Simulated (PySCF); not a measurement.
## Ionising RbNa

RHF-CCSD(T); Rb def2-SVPD with ECP28, Na def2-SVPD; scalar-relativistic core potentials (PySCF 2.14). Neutral (RHF): singlet (closed shell), Re = 3.734 Å, ωe = 100 cm⁻¹, De = 0.55 eV.

RbNa⁺ (UHF): doublet (σ ↑), Re = 4.357 Å, ωe = 70.7 cm⁻¹, De = 0.47 eV to Rb⁺ + Na. The energies at the minima are -185.67761 hartree for RbNa and -185.52483 for RbNa⁺.

(1) Work out the adiabatic ionisation energy, without and with harmonic zero-point energies (1 hartree = 27.2114 eV, 1 eV = 8065.5 cm⁻¹), and the change of the bond length.

RbNa⁻ (ROHF): doublet (σ ↑), Re = 4.214 Å, ωe = 64.7 cm⁻¹, De = 0.60 eV to Rb + Na⁻. The energies at the minima are -185.67761 hartree for RbNa and -185.69432 for RbNa⁻.

(2) Work out the adiabatic electron affinity, without and with harmonic zero-point energies (1 hartree = 27.2114 eV, 1 eV = 8065.5 cm⁻¹), and the change of the bond length.

Correlated steps freeze 1 core orbital. UHF and ROHF references stand side by side, which adds small steps between rows. Weak bonds: RbNa⁺. Basis-set superposition, not corrected here, can be much of De in a small basis, most of all at correlated wavefunction levels. Spin–orbit coupling is left out. For an ion De counts to the pair picked by the measured ionisation energies or electron affinities, which need not be the lowest pair at this level. Where the molecule has an RHF reference, its open-shell atoms are computed with UHF. States were picked by a PBE0 search and need not be the measured ground states.

Neutral and ion stand on different kinds of reference determinant, which adds to the error of the difference.

## Answers

(1) At CCSD(T): 0.15278 hartree = 4.157 eV between the minima; the zero-point term (70.7 − 100.0)/2 cm⁻¹ = -0.002 eV makes it 4.156 eV. Re changes by +62.3 pm against the neutral. The electron leaves a σ orbital, and the ion is left as a loose complex of an ion and an atom.

(2) At CCSD(T): 0.01671 hartree = 0.455 eV between the minima; the zero-point term (100.0 − 64.7)/2 cm⁻¹ = +0.002 eV makes it 0.457 eV. Re changes by +48.0 pm against the neutral. The electron enters a σ orbital; the charge polarises the partner, so the anion is bound more strongly.
